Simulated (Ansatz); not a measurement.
**InH3 (SMILES [InH3]): methods side by side**

InH3 has 4 atoms, charge 0, and is taken as a singlet. As SMILES, `[InH3]`. Geometry: relaxed at PBE0-D4/def2-TZVP.

```
atom    x (Å)    y (Å)    z (Å)
  In   0.0139  -0.0151  -0.0051
   H   0.4155   1.5160   0.6782
   H  -1.0956  -0.1073  -1.3214
   H   0.7218  -1.4540   0.6280
```

Each level gives the energy change with the In1–H3 bond stretched from 1.724 to 4.310 Å (eV). The values are calculated.

```tsv
level	kind	program	value (eV)	less FCI/STO-3G	CPU time (all runs)
CAM-B3LYP/STO-3G (restricted)	range-separated hybrid	Ansatz	7.87	+3.34	3.1 s
HSE06/STO-3G (restricted)	range-separated hybrid	Ansatz	7.20	+2.67	3.6 s
wB97X/STO-3G (restricted)	range-separated hybrid	Ansatz	8.28	+3.75	12 s
RPA@PBE/STO-3G (restricted)	RPA	Ansatz	5.31	+0.78	5.1 s
CCSD(T)/STO-3G (restricted)	coupled cluster or CI	Ansatz	4.47	-0.06	1 s
CCSDT(Q)/STO-3G (restricted)	coupled cluster or CI	Ansatz	4.53	0.00	1.3 s
CCSDT/STO-3G (restricted)	coupled cluster or CI	Ansatz	4.53	0.00	1.2 s
FCI/STO-3G	exact in the basis	Ansatz	4.53	0.00	2.5 s
```

FCI/STO-3G is exact within its basis and frozen core, so for wave-function methods in that basis the difference is their error; functionals converge differently with the basis, so for them it is only a difference. All-electron rows without a relativistic Hamiltonian named are non-relativistic. The first shape isn't each level's own minimum. The values span 4.47 to 8.28 eV. All rows use very small basis sets, so even the best lies far from the true value. In the correlated wave-function rows the outer d shell of In is correlated, in sets not made for it. Times are those of the runs behind each value, whatever else they computed, on shared processors of several kinds: orders of magnitude only.
